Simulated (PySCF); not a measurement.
**Orbital picture of TbC**

B3LYP at R = 2.007 Å; Tb x2c-TZVPall, C x2c-TZVPall; spin-free X2C with a Gaussian nucleus (PySCF 2.14). State: decet, about 8.1 electrons in the 4f shell (Mulliken), real f orbitals that mix terms. Only the outer orbitals are listed, counted within each symmetry.

```tsv
spin	orbital	occ.	ε (eV)	on Tb (%)	main shells (%)
α	8π	1	-6.00	31	69 C p, 28 Tb d
α	15σ	1	-5.96	31	63 C p, 22 Tb d
α	8π	1	-5.19	37	62 C p, 35 Tb d
α	16σ	1	-4.50	97	72 Tb s, 17 Tb d
α	4δ	0	-1.69	100	98 Tb d
α	4δ	0	-1.59	100	100 Tb d
α	9π	0	-1.50	96	70 Tb p, 26 Tb d
β	3δ	1	-7.21	100	100 Tb f
β	7π	1	-4.69	39	60 C p, 28 Tb d, 9 Tb f
β	14σ	0	-2.64	90	73 Tb s, 16 Tb p, 9 C p
β	7π	0	-2.50	48	52 C p, 37 Tb d, 8 Tb f
β	15σ	0	-2.09	66	31 C p, 24 Tb d, 24 Tb f
```

Task: Which are the highest filled and the lowest empty level, where do they sit, and how wide is the gap?

Result: Highest filled α 16σ at -4.50 eV (in %: 72 Tb s, 17 Tb d); lowest empty β 14σ at -2.64 eV (in %: 73 Tb s, 16 Tb p, 9 C p); the gap at B3LYP is 1.86 eV.

* bond order (Mayer): 2.19
* ⟨S²⟩: 24.758
* charge on Tb (Mulliken, basis-dependent): 0.50
* charge on Tb (Löwdin, basis-dependent): 0.39
* dipole moment (positive dipole means Tb(−)C(+)): -4.71 D
* polarisability along the bond: 113.8 bohr³
* polarisability across the bond: 128.2 bohr³

Spin–orbit coupling is left out. The state is the lowest single determinant that the PBE0 search found; with open d or f shells the true ground state can be another one.
